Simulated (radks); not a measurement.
Ho4+, 63 electrons, occupied as [Kr] 4d10 4f11 5s2 5p4 (not the ground configuration).

Calculated with a radial shooting solver on a logarithmic mesh with Libxc functionals: Dirac Kohn-Sham, BLYP, spin-unpolarised, spherical densities, point nucleus; open shells are shared between the two j in proportion to 2j + 1.

Energy parts (eV):
| part | energy |
|---|---|
| total | -343535.76 |
| kinetic | 378083.39 |
| electron-nucleus | -845852.15 |
| Hartree | 131617.28 |
| exchange-correlation | -7384.27 |

Orbitals (lengths in bohr, moments of r in powers of bohr; r(max) is where P^2 peaks):
[
 {"orbital": "1s1/2", "occ.": "2", "eigenvalue (eV)": "-55488.42", "r(max)": "0.01311", "<r^4>": "9.250e-07", "<r>": "0.02073"},
 {"orbital": "2s1/2", "occ.": "2", "eigenvalue (eV)": "-9312.796", "r(max)": "0.07478", "<r^4>": "0.0001440", "<r>": "0.08752"},
 {"orbital": "2p1/2", "occ.": "2", "eigenvalue (eV)": "-8865.815", "r(max)": "0.05624", "<r^4>": "0.00008837", "<r>": "0.07289"},
 {"orbital": "2p3/2", "occ.": "4", "eigenvalue (eV)": "-8008.436", "r(max)": "0.06236", "<r^4>": "0.0001194", "<r>": "0.08006"},
 {"orbital": "3s1/2", "occ.": "2", "eigenvalue (eV)": "-2113.019", "r(max)": "0.2114", "<r^4>": "0.005495", "<r>": "0.2294"},
 {"orbital": "3p1/2", "occ.": "2", "eigenvalue (eV)": "-1917.537", "r(max)": "0.1989", "<r^4>": "0.004947", "<r>": "0.2191"},
 {"orbital": "3p3/2", "occ.": "4", "eigenvalue (eV)": "-1738.450", "r(max)": "0.2117", "<r^4>": "0.006193", "<r>": "0.2326"},
 {"orbital": "3d3/2", "occ.": "4", "eigenvalue (eV)": "-1403.426", "r(max)": "0.1674", "<r^4>": "0.004383", "<r>": "0.2053"},
 {"orbital": "3d5/2", "occ.": "6", "eigenvalue (eV)": "-1364.287", "r(max)": "0.1710", "<r^4>": "0.004698", "<r>": "0.2095"},
 {"orbital": "4s1/2", "occ.": "2", "eigenvalue (eV)": "-452.0757", "r(max)": "0.4842", "<r^4>": "0.1351", "<r>": "0.5190"},
 {"orbital": "4p1/2", "occ.": "2", "eigenvalue (eV)": "-374.5132", "r(max)": "0.4869", "<r^4>": "0.1523", "<r>": "0.5289"},
 {"orbital": "4p3/2", "occ.": "4", "eigenvalue (eV)": "-334.4058", "r(max)": "0.5143", "<r^4>": "0.1914", "<r>": "0.5601"},
 {"orbital": "4d3/2", "occ.": "4", "eigenvalue (eV)": "-206.7829", "r(max)": "0.5183", "<r^4>": "0.2690", "<r>": "0.5909"},
 {"orbital": "4d5/2", "occ.": "6", "eigenvalue (eV)": "-199.5171", "r(max)": "0.5272", "<r^4>": "0.2897", "<r>": "0.6020"},
 {"orbital": "5s1/2", "occ.": "2", "eigenvalue (eV)": "-93.2186", "r(max)": "1.127", "<r^4>": "4.460", "<r>": "1.248"},
 {"orbital": "5p1/2", "occ.": "1.33333", "eigenvalue (eV)": "-71.4586", "r(max)": "1.221", "<r^4>": "6.921", "<r>": "1.379"},
 {"orbital": "5p3/2", "occ.": "2.66667", "eigenvalue (eV)": "-65.8097", "r(max)": "1.298", "<r^4>": "8.787", "<r>": "1.466"},
 {"orbital": "4f5/2", "occ.": "4.71429", "eigenvalue (eV)": "-47.0092", "r(max)": "0.5214", "<r^4>": "1.719", "<r>": "0.7937"},
 {"orbital": "4f7/2", "occ.": "6.28571", "eigenvalue (eV)": "-45.9978", "r(max)": "0.5267", "<r^4>": "1.843", "<r>": "0.8060"},
 {"orbital": "5d3/2", "occ.": "0", "eigenvalue (eV)": "-37.0330", "r(max)": "1.659", "<r^4>": "29.81", "<r>": "1.954"},
 {"orbital": "5d5/2", "occ.": "0", "eigenvalue (eV)": "-36.4410", "r(max)": "1.690", "<r^4>": "31.71", "<r>": "1.987"},
 {"orbital": "6s1/2", "occ.": "0", "eigenvalue (eV)": "-33.0324", "r(max)": "2.645", "<r^4>": "104.6", "<r>": "2.800"}
]

The highest occupied level is 4f7/2 at -45.998 eV. The density falls to 0.001 e/bohr^3 at r = 3.05 bohr.
